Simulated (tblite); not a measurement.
C2H3N, charge -1, doublet, geometry from GFN2-xTB (a state made from the parent by changing its charge; the spin is typed, not shown lowest); tblite 0.6.0 with GFN1-xTB.

tblite was given this input:
```
$ tblite run mol.xyz --method gfn1 --charge -1 --spin 1 --json tblite.json --no-restart

# file mol.xyz
6

C     -1.14762513     0.02603731     0.00494983
C      0.34331707    -0.39971770     0.11496049
N      1.35031630     0.27156055    -0.09560609
H     -1.65947905    -0.62089377    -0.72103085
H     -1.64071404    -0.11653138     0.97659776
H     -1.32617261     1.07858365    -0.30578618
```

### Question
Predict the main parts of the log of this tblite run.

### Answer

```
xTB calculator
 | screened Coulomb repulsion
 | Coulomb electrostatics
 |  * isotropic Klopman-Ohno-Mataga-Nishimoto electrostatics
 |  * onsite third-order electrostatics
 | DFT-D3(BJ) dispersion correction

halogen bonding energy    0.0000000000000E+00 Eh
repulsion energy          1.0971810899883E-01 Eh
dispersion energy        -1.1340082159362E-03 Eh
number of electrons       1.7000000000000E+01 e
integral cutoff           1.9731147476801E+01 bohr

------------------------------------------------------------
  cycle        total energy    energy error   density error
------------------------------------------------------------
      1     -8.871987222459  -8.9805713E+00   7.0733801E-01
      2     -9.081856183428  -2.0986896E-01   4.3727024E-01
      3     -9.103921813805  -2.2065630E-02   2.3990335E-01
      4     -9.105861747527  -1.9399337E-03   3.2404119E-02
      5     -9.107154819288  -1.2930718E-03   8.2021416E-03
      6     -9.107194067882  -3.9248594E-05   3.6644937E-03
      7     -9.107208255626  -1.4187745E-05   3.6896534E-04
      8     -9.107208365613  -1.0998682E-07   1.5502011E-04
      9     -9.107208384831  -1.9217650E-08   6.9911176E-05
     10     -9.107208389542  -4.7107456E-09   6.2705573E-07
------------------------------------------------------------

electronic energy        -9.2157924903245E+00 Eh
total energy             -9.1072083895417E+00 Eh

Post processing:
 | Mayer-Wiberg bond orders

[Info] JSON dump of results written to 'tblite.json'
```
